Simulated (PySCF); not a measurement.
Atoms are numbered as in `[CH2:1]=[CH:2][N:3]([SiH3:4])[C@H:5]([CH3:6])[C:7]([F:8])([F:9])[F:10]`. Hydrogens are named by the atom that carries them. Ha(C1) is cis to N3; Hb(C1) is trans to N3.

Theory: shielding tensors at PBE0/pcSseg-1 (GIAO), GFN2-xTB structure, in PySCF 2.14.0 with density-fitted response routines (no relativistic terms, in vacuum, rapidly exchanging positions averaged, one computed conformer).

Shifts are taken against calculated references (same method and geometry level): ¹³C vs TMS.

Question: Do the ¹³C shifts follow the atomic charges (in e)? Tabulate both.

Answer: 
```json
{"atoms": "C2", "hybridisation": "sp2", "δ (ppm)": "148.1", "σ para (ppm)": "-211", "Hirshfeld": "-0.00", "IAO": "-0.03", "Mulliken": "+0.09", "ESP-fitted": "+0.04"}
{"atoms": "C7", "hybridisation": "sp3", "δ (ppm)": "135.1", "σ para (ppm)": "-194", "Hirshfeld": "+0.26", "IAO": "+0.79", "Mulliken": "+0.82", "ESP-fitted": "+0.54"}
{"atoms": "C1", "hybridisation": "sp2", "δ (ppm)": "84.8", "σ para (ppm)": "-155", "Hirshfeld": "-0.16", "IAO": "-0.43", "Mulliken": "-0.27", "ESP-fitted": "-0.68"}
{"atoms": "C5", "hybridisation": "sp3", "δ (ppm)": "55.4", "σ para (ppm)": "-116", "Hirshfeld": "+0.00", "IAO": "-0.04", "Mulliken": "-0.15", "ESP-fitted": "+0.15"}
{"atoms": "C6", "hybridisation": "sp3", "δ (ppm)": "12.4", "σ para (ppm)": "-74", "Hirshfeld": "-0.13", "IAO": "-0.43", "Mulliken": "-0.20", "ESP-fitted": "-0.48"}
```

Correlation coefficients of δ with charge over these carbons: Hirshfeld +0.60, IAO +0.63, Mulliken +0.65, ESP-fitted +0.55; with the paramagnetic shielding -1.00. With so few points, grouped by hybridisation, these coefficients are fragile. Charge is one influence among several: hybridisation and low-lying excitations act through the paramagnetic term.

Shifts are as computed. Against solution values, carbons near 30 ppm lie about +3 ppm off and those near 130 ppm about +5 ppm. Of 1211 compounds with measured shifts, 218 miss one by over three times the rms of a fit or turn the order of signals round; such compounds aren't used in these exercises.
